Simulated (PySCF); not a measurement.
Run record: geometry optimisation, Hf(OH)4 (`[OH][Hf]([OH])([OH])[OH]`).

Method: PBE0-D3(BJ)/def2-SVP geometry optimisation, gas phase, def2 core potentials past Kr (PySCF 2.14.0). Start geometry: GFN2-xTB. The input is one job of a driver script: a line of settings, then coordinates in Å.

Input:
```
{"job": {"xc": "PBE0", "basis": "def2-SVP", "d3": "d3bj", "grid": 1, "maxiter": 30, "shake": 0.03, "kind": "geom"}, "charge": 0, "multiplicity": 1}
Hf     0.061050    -0.077190     0.010860
O      0.034250     0.163720     1.855620
H     -0.593240     0.881640     2.125090
O      1.907030    -0.171180    -0.468920
H      2.361890    -0.060840     0.282030
O     -1.070270     1.465310    -0.539820
H     -1.676810     1.172450    -1.193230
O     -0.754860    -1.435910    -0.888450
H     -0.136310    -2.007430    -1.208840
```

Output:
```
step   0  E = -350.94905090  max force = 0.093381
step   1  E = -350.98899494  max force = 0.018949
step   2  E = -350.99331984  max force = 0.008195
step   3  E = -351.00142464  max force = 0.021166
step   4  E = -351.00657683  max force = 0.023601
step   5  E = -351.01126050  max force = 0.018841
step   6  E = -351.01349830  max force = 0.007370
step   7  E = -351.01416104  max force = 0.004855
step   8  E = -351.01483850  max force = 0.004419
step   9  E = -351.01557700  max force = 0.004477
step  10  E = -351.01592588  max force = 0.005452
step  11  E = -351.01598759  max force = 0.001343
step  12  E = -351.01600602  max force = 0.000802
step  13  E = -351.01601737  max force = 0.000740
step  14  E = -351.01603166  max force = 0.001065
step  15  E = -351.01604235  max force = 0.001009
step  16  E = -351.01605385  max force = 0.000830
step  17  E = -351.01607076  max force = 0.000868
step  18  E = -351.01608103  max force = 0.000873
step  19  E = -351.01608468  max force = 0.000382
optimisation converged
```

Energies in Eh; «max force» is the largest Cartesian gradient component in Eh/bohr.

Task: How much energy does the optimisation release, in kcal/mol?

Result: E(step 0) − E(last step) = 0.067034 Eh, which is 42.1 kcal/mol.

Task: Give the first gradient maximum in eV/Å.

Result: With 1 Eh/bohr = 51.422 eV/Å, 4.802 eV/Å.

In short: final energy -351.01608 Eh after 19 steps; dipole 0.14 D.

Task: Where do the atoms end?

Result: 0.693 Å rms from the input after alignment:
```
atom  x, y, z in Å
Hf1    0.0216   -0.0025   -0.0003
O2    -0.6815    0.1399    1.7935
H3    -1.0100    0.2127    2.6848
O4     1.9174    0.3706    0.0117
H5     2.8588    0.5148   -0.0254
O6    -0.8757    1.2703   -1.1424
H7    -1.3602    1.8831   -1.6878
O8    -0.2767   -1.7892   -0.6716
H9    -0.4610   -2.6691   -0.9883
```

Task: Estimate the wall time. Hardware: AMD EPYC 9B45, one thread, shared host with 48 logical CPUs at a one-minute load of 8.0. And the peak memory of the process?

Result: About 70 s, with 0.42 GiB resident at the peak, the Python interpreter and its libraries included.
Labels such as C1 count atoms from 1, the log's own numbers from 0.
